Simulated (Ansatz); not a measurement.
Reaction (ligand exchange at a Ga–O bond): `[OH][Ga]([Br])[Br]` + H–F → `[F][Ga]([Br])[Br]` + H₂O

Computed with Ansatz on PBE0-D4/def2-TZVP structures; ΔE is electronic, products minus reactants. CBS: MP2 limit from def2 TZ/QZ plus the TZ coupled-cluster correction, frozen cores. This one scheme is used for every species. Functionals use def2-TZVPP. B3LYP here is the variant with VWN-RPA as its local correlation; programs differ in this. HSE06 is defined as in plane-wave codes. For Br, Ga outer-core shells are correlated without core-valence functions, which leaves a few kJ/mol of doubt a bond. Scalar relativity is left out up to krypton. One conformer a species, not always the lowest.

`[OH][Ga]([Br])[Br]`:

```xyz
5

O    -1.299    0.177    0.593
Ga    0.304   -0.226   -0.033
Br    1.381    1.206   -1.426
Br    1.234   -2.184    0.588
H    -1.620    1.027    0.279
```

H–F:

Cartesian coordinates in Å:
```
F 0.360 0.051 0.282
H -0.360 -0.051 -0.282
```

`[F][Ga]([Br])[Br]`:

Z-matrix (Å, degrees):
```
Ga
F 1 1.737
Br 1 2.250 2 117.8
Br 1 2.250 2 117.8 3 180.0
```

H₂O:

Cartesian coordinates in Å:
```
O -0.192 -0.328 0.085
H -0.297 0.225 -0.692
H 0.489 0.103 0.607
```

| level | ΔE (kJ/mol) | difference from CCSD(T)/CBS |
| --- | --- | --- |
| BLYP-D4 | -22.6 | -6.3 |
| B97M-V | -26.6 | -10.3 |
| PBE0-D4 | -19.7 | -3.4 |
| B3LYP-D4 | -22.3 | -6.0 |
| HSE06-D4 | -19.6 | -3.3 |
| BHLYP-D4 | -23.3 | -7.0 |
| revPBE | -24.0 | -7.7 |
| BLYP | -26.7 | -10.4 |
| r2SCAN0 | -22.1 | -5.8 |
| BHLYP | -26.1 | -9.8 |
| RPA@PBE/def2-TZVPP | -17.3 | -1.0 |
| MP2/def2-SVP | -23.2 | -6.9 |
| HF/def2-TZVPP | -29.5 | -13.2 |
| SCS-MP2/def2-TZVPP | -17.6 | -1.3 |
| SCS-MP2/def2-QZVPP | -18.0 | -1.7 |
| HF/CBS(def2) | -31.6 | -15.3 |
| CCSD(T)/CBS | -16.3 | 0 |

Largest T1 diagnostic among the species: 0.010.

At CCSD(T), def2-SVP lies −9.5 kJ/mol from the extrapolated value and def2-TZVPP −0.7 kJ/mol. Leaving LDA and LC-ωPBE aside and taking each functional with its dispersion term where it has one, the values, not all of them listed here, spread over 8.1 kJ/mol, from B97M-V to PBE-QIDH. LDA lies +6.7 kJ/mol from PBE without D4.
